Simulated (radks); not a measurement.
Results of a calculation; reference values are marked as such.
Species: Rb II. Configuration: [Kr]. Level of theory: scalar-relativistic Kohn-Sham, r2SCAN, spin-polarised, spherical densities, finite nucleus; meta-GGA in the generalised Kohn-Sham scheme; Fermi nuclear charge, rms radius 4.2036 fm (a radial shooting solver on a logarithmic mesh with Libxc functionals).

Normalised radial functions P(r) = r R(r), r in bohr:

r	3p	4s
0.002644	0.0048	0.0542
0.003443	0.0077	0.0677
0.004483	0.0124	0.0838
0.005837	0.0201	0.1024
0.007601	0.0323	0.1228
0.009897	0.0515	0.1439
0.01289	0.0813	0.1629
0.01678	0.1264	0.1757
0.02185	0.1925	0.1761
0.02845	0.2853	0.1561
0.03705	0.4073	0.1074
0.04863	0.5578	0.0220
0.06332	0.7058	-0.0904
0.08245	0.8090	-0.2093
0.1074	0.7959	-0.2907
0.1398	0.5862	-0.2773
0.182	0.1386	-0.1288
0.237	-0.4897	0.1323
0.3087	-1.1128	0.3901
0.4019	-1.4802	0.4713
0.5233	-1.4395	0.2610
0.6815	-1.0639	-0.1858
0.8874	-0.5905	-0.6595
1.165	-0.2308	-0.9293
1.517	-0.0643	-0.8730
1.975	-0.0113	-0.6004
2.572	-0.0011	-0.3029
3.348	-0.0001	-0.1073
4.36	0.0000	-0.0241
5.677	0.0000	-0.0031

3p: eigenvalue -235.39 eV, 1 radial node at r = 0.194 bohr, <r> = 0.518 bohr, 90 % of the charge inside 0.787 bohr. 4s: eigenvalue -38.708 eV, 3 radial nodes at r = 0.0515, 0.209, 0.617 bohr, <r> = 1.46 bohr, 90 % of the charge inside 2.16 bohr.
